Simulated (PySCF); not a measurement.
A GIAO shielding run with PySCF 2.14 (density fitting, non-relativistic, gas phase) on SMILES CC[Si@H](N)[SiH2]P, C$_{2}$H$_{12}$NPSi$_{2}$:

```
$ OMP_NUM_THREADS=1 python probes_run.py task.json out

{"job": {"kind": "nmr", "xc": "PBE0", "basis": "pcSseg-1"}, "charge": 0, "multiplicity": 1}
C     -1.415724    -1.763284     0.137053
C     -1.693367    -0.308597    -0.218596
Si    -0.278637     0.858318     0.306770
N     -0.853148     2.450274    -0.045128
Si     1.703416     0.233196    -0.772896
P      3.264686    -0.762178     0.490439
H     -2.228083    -2.409042    -0.193608
H     -1.308300    -1.881388     1.212963
H     -0.496950    -2.108126    -0.334997
H     -1.855147    -0.233385    -1.295720
H     -2.623388     0.004536     0.256852
H     -0.155179     0.859074     1.776778
H     -0.267198     3.240829     0.167015
H     -1.350465     2.619487    -0.904203
H      2.429320     1.374464    -1.360143
H      1.522598    -0.710138    -1.890308
H      2.391458    -1.616431     1.136333
H      3.205349     0.158709     1.519738
```

Hardware: 1 thread of an Arm Neoverse V1, shared host. The job also computes population analyses, field gradients.

(1) How large is the calculation?

(2) How long does it take, and how much memory does it need?

## Answers

(1) 74 electrons, 183 basis functions and 1017 auxiliary functions.

(2) 25 s of wall time, with 12 SCF cycles and 4 response iterations; peak memory 0.88 GiB. Times on a shared host scatter by some tens of per cent.
